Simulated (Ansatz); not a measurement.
Reaction (SMILES): C[SiH2]C + 2 [H][H] (H2) → 2 C (CH4) + [SiH4] (SiH4)
Structures are relaxed separately at B3LYP-D3(BJ)/def2-TZVP in Ansatz (a quantum-chemistry and plane-wave program).
Geometry of the first species:
```
Si
H 1 1.4863
H 1 1.4863 2 107.50
C 1 1.8769 2 109.51 3 -118.90
H 4 1.0916 1 111.22 2 58.82
H 4 1.0922 5 107.90 1 -121.83
H 4 1.0922 5 107.90 6 -116.34
C 1 1.8769 2 109.51 3 118.90
H 8 1.0916 1 111.22 2 -58.82
H 8 1.0922 9 107.90 1 121.83
H 8 1.0922 9 107.90 10 116.34
```

Property: energy of full hydrogenation (electronic energy difference), in kcal/mol. Correlated levels leave the core frozen unless marked. Spin-orbit coupling is left out. No relativistic terms. Basis-set limits of correlation are two-point, X^-3; Hartree-Fock from the larger set.

| level | program | energy of full hydrogenation (kcal/mol) |
|---|---|---|
| BLYP-D3(BJ)/def2-TZVPD | Ansatz + dftd3 | -13.2 |
| B97M-V/def2-TZVPD | Ansatz | ? |
| BHLYP/def2-TZVPD | Ansatz | ? |
| LC-wPBE-D3(BJ)/def2-TZVPD | Ansatz + dftd3 | -12.4 |
| PBE-QIDH/def2-TZVPD | Ansatz | ? |
| RPA@PBE/cc-pV(Q+d)Z | Ansatz | -14.0 |
| CCSD/cc-pV(T+d)Z | Ansatz | ? |
| CCSD(T)/CBS(cc-pV(T+d)Z,cc-pV(Q+d)Z) | Ansatz | -12.6 |

Question: What belongs in the gaps?

Answer: 
- B97M-V/def2-TZVPD, energy of full hydrogenation (kcal/mol): -15.0
- BHLYP/def2-TZVPD, energy of full hydrogenation (kcal/mol): -18.8
- PBE-QIDH/def2-TZVPD, energy of full hydrogenation (kcal/mol): -13.0
- CCSD/cc-pV(T+d)Z, energy of full hydrogenation (kcal/mol): -15.8
